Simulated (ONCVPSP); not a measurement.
# Transferability test, ONCV potential for Ti (Z = 22)

```json
{"Element": "Ti (Z = 22)", "Generator": "ONCVPSP 4.0.1", "Type": "optimised norm-conserving Vanderbilt (ONCV)", "Functional": "LDA (Perdew-Wang 92)", "Relativity": "scalar-relativistic", "Frozen core": "[Ne]", "Valence charge": "12", "Reference configuration": "3s2 3p6 3d2 4s1.5 4p0.5", "Partial waves": "3s+4s: rc 1.75 bohr, ncon 3, nbas 6, qcut 6.8 1/bohr, 2 projectors; 3p+4p: rc 1.95 bohr, ncon 3, nbas 6, qcut 5.8 1/bohr, 2 projectors; 3d: rc 2.60 bohr, ncon 4, nbas 9, qcut 6.8 1/bohr, 2 projectors, debl 3.4 Ha", "Local potential": "polynomial inside 1.35 bohr (lpopt 5, dvloc0 0 Ha)", "Core correction": "none"}
```

Energies are relative to the spin-unpolarised reference configuration 3s2 3p6 3d2 4s1.5 4p0.5; without spin polarisation the order of configurations can differ from experiment.

| valence configuration | charge | ΔE all-electron (eV) | error AE − PS (meV) |
| --- | --- | --- | --- |
| 3s2 3p6 3d2 4s2 4p0 | 0 | -1.547 | +0.1 |
| 3s2 3p6 3d2 4s0 4p0 | +2 | 19.776 | -2.1 |
| 3s2 3p5 3d2 4s2 4p0 | +1 | 43.967 | -72 |

Problem. What are ΔE and the potential's error for 3s2 3p6 3d2 4s1 4p0?

Solution. ΔE = 5.982 eV all-electron; the error (AE − PS) is 0.0 meV.

Levels in the configuration 3s2 3p6 3d2 4s2 4p0:

```tsv
level	all-electron (eV)	pseudo (eV)
3s	-62.267	-62.247
3p	-38.790	-38.777
3d	-4.464	-4.457
4s	-4.594	-4.594
```
